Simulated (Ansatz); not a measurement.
C₂H₇AlGe (`[CH3][GeH]1[CH2][AlH]1`). Charge 0, multiplicity 1. The geometry is a stationary point of PBE0-D4/def2-TZVP.

```xyz
11

C    -0.595    1.670   -0.740
Ge    0.571    0.111   -0.512
C     0.282   -0.892    1.244
Al   -0.010   -2.165   -0.190
H    -0.543    2.036   -1.765
H    -1.628    1.400   -0.518
H    -0.282    2.465   -0.061
H     2.051    0.521   -0.680
H    -0.612   -0.536    1.767
H     1.118   -0.927    1.943
H    -0.353   -3.683   -0.488
```

Question: What is the dipole moment at PBE/def2-TZVPP? (Best estimate.)

Answer: The calculation gave: 0.62 D, with components (-0.59, -0.03, 0.16) D in this frame, pointing from negative to positive charge.

Question: And with r2SCAN, B3LYP, ωB97M-V? (Estimate.)

Answer: Computed: r2SCAN 0.66 D, B3LYP 0.64 D, ωB97M-V 0.70 D.

Question: Give the Mulliken charges with PBE, r2SCAN, B3LYP in def2-TZVPP. (An estimate is asked.)

Answer: The calculation gave: 
```csv
atom,PBE,r2SCAN,B3LYP
C1,-0.37,-0.28,-0.38
Ge2,0.14,0.11,0.19
C3,-0.40,-0.46,-0.46
Al4,0.22,0.37,0.27
H5,0.11,0.08,0.11
H6,0.10,0.07,0.10
H7,0.11,0.09,0.11
H8,-0.03,-0.03,-0.03
H9,0.09,0.09,0.09
H10,0.10,0.10,0.10
H11,-0.08,-0.13,-0.10
```

B3LYP here is the variant with VWN-RPA as its local correlation; programs differ in this.
